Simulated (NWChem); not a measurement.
Correlation energy of BiCl3

```
Bi
Cl 1 2.4588
Cl 1 2.4588 2 99.09
Cl 1 2.4588 2 99.09 3 -100.82
```
Charge 0, spin multiplicity 1.

Everything below was run with NWChem. The geometry was optimised at PBE0/def2-SVP with def2 effective core potentials on Bi, a minimum by its harmonic frequencies.

Basis set: def2-SVP. Each correlation energy counts from its own Hartree-Fock reference.

Effective core potentials replace the inner electrons of Bi; spin-orbit coupling is left out. The correlated methods keep 19 core orbitals frozen. The structure started from a generated list of species. No row is a measurement; the coupled-cluster row has its own basis-set and correlation limits.

**Question.** For the correlation energy, MP2 gives -500.3 mHa and SCS-MP2 gives -480.7 mHa. What do CR-CCSD[T], CR-CCSD(T), CCSD give?

**Answer.** CR-CCSD[T]: -550.0 mHa; CR-CCSD(T): -549.5 mHa; CCSD: -538.9 mHa.
